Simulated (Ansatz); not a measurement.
Species: C₂H₆FGa, SMILES `[F][Ga]([CH3])[CH3]` (charge 0, multiplicity 1), formula C2H6FGa.

**Question.** How many basis functions does frozen-core CCSD(T)/cc-pVTZ // B3LYP-D3(BJ)/def2-TZVP in Ansatz (a quantum-chemistry and plane-wave program) use, how many core orbitals are frozen, and how many electrons are correlated?

**Answer.** 217 basis functions and 12 frozen orbitals, which leaves 34 correlated electrons (filled d shells below the valence shell are correlated). Core time is of the order of minutes.
